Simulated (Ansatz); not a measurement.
`[SiH3][GeH]([SiH3])[SiH3]` + `OC1=CCC1` → `[OH][GeH]([SiH3])[SiH3]` + `[SiH3]C1=CCC1` at 600 K and 1 bar (formal exchange of groups at a Ge–Si bond).

Isolated molecules relaxed with PBE0-D4/def2-TZVP in Ansatz; ΔE leaves out vibrations. CCSD(T)/CBS adds triple-zeta CCSD(T) − MP2 to the extrapolated MP2 energy (def2 sets, frozen cores). For Ge outer-core shells are correlated without core-valence functions, which leaves a few kJ/mol of doubt a bond. Scalar relativity is left out up to krypton. Each species was taken in one conformer, which may not be the lowest.

```csv
species,CCSD(T)/CBS energy (Eh),H − E (kJ/mol),S (J/(mol·K))
`[SiH3][GeH]([SiH3])[SiH3]`,-2949.36178,306.6,559.4
`OC1=CCC1`,-230.93578,291.2,371.4
`[OH][GeH]([SiH3])[SiH3]`,-2734.26948,265.6,519.3
`[SiH3]C1=CCC1`,-446.04226,329.4,421.9
```

H − E and S are ideal-gas, rigid-rotor, harmonic terms from PBE0-D4/def2-TZVP, for one conformer and one mirror image of each species. 1 Eh = 2625.50 kJ/mol, R = 8.31446 J/(mol·K).

Q: By hand: ΔE, ΔH, ΔS and ΔG.

A: ΔE = (-2734.26948) + (-446.04226) − (-2949.36178) − (-230.93578) = -0.01418 Eh = -37.2 kJ/mol. Δ(H − E) = 265.6 + 329.4 − 306.6 − 291.2 = -2.8, so ΔH = -40.0 kJ/mol. ΔS = 519.3 + 421.9 − 559.4 − 371.4 = 10.4 J/(mol·K). ΔG = -40.0 − 600 × (10.4)/1000 = -46.2 kJ/mol.

Q: By hand: the equilibrium constant, and the temperature at which ΔG would vanish if ΔH and ΔS stayed fixed.

A: log₁₀ K = −ΔG/(RT ln 10) = 4.0. ΔH and −TΔS have one sign here, so there is no such temperature.

The number of gas molecules stays the same, so ΔS is small and ΔH decides. A doubt of 5 kJ/mol in ΔE shifts log₁₀ K by 0.4 here. Other conformers and mirror images would add mixing entropy, several J/(mol·K) or more a flexible species. These are equilibria of isolated gas molecules and say nothing of rates. Largest T1 diagnostic: 0.013 (customary marks: 0.02 for closed shells, 0.045 for open ones).

ΔS is within the doubt of such terms, so its sign, and with it that verdict, could turn.
